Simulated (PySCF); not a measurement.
C₂H₅O, SMILES C([CH2])O, multiplicity 2.

Coordinates come from a B3LYP-D3(BJ)/def2-TZVP optimisation. The isomer is the one that the SMILES or the coordinates give; other isomers of the formula were not compared. The values are those of a single conformer.

Level of theory: TDA-ωB97X/def2-SVPD run with PySCF.

Vertical excitations. Gas-phase values at a fixed geometry.

Computed UV-visible absorptions:
| state | energy (eV) | λ (nm) | f | main pairs |
|---|---|---|---|---|
| root 1 | 4.97 | 250 | 0.006 | β HOMO→LUMO 91 % |
| root 2 | 6.10 | 203 | 0.003 | β HOMO−1→LUMO 78 % |
| root 3 | 6.28 | 197 | 0.031 | α HOMO→LUMO 86 % |
| root 4 | 6.79 | 183 | 0.003 | β HOMO−2→LUMO 77 % |
| root 5 | 7.18 | 173 | 0.011 | α HOMO→LUMO+1 66 % |
| root 6 | 7.47 | 166 | 0.014 | α HOMO→LUMO+2 82 % |
| root 7 | 7.78 | 159 | 0.003 | α HOMO−1→LUMO 11 %, α HOMO−1→LUMO+1 5 %, β HOMO→LUMO+1 43 %, β HOMO→LUMO+2 11 %, β HOMO→LUMO+3 8 % |
| root 8 | 8.03 | 154 | 0.007 | α HOMO→LUMO+3 40 %, α HOMO→LUMO+4 39 % |
| root 9 | 8.04 | 154 | 0.005 | α HOMO−1→LUMO 45 %, α HOMO−1→LUMO+1 16 %, β HOMO→LUMO+1 17 % |
| root 10 | 8.36 | 148 | 0.027 | α HOMO→LUMO+4 33 %, α HOMO→LUMO+3 26 %, α HOMO→LUMO+5 21 %, α HOMO→LUMO+10 5 % |
Unrestricted roots are not spin-pure.
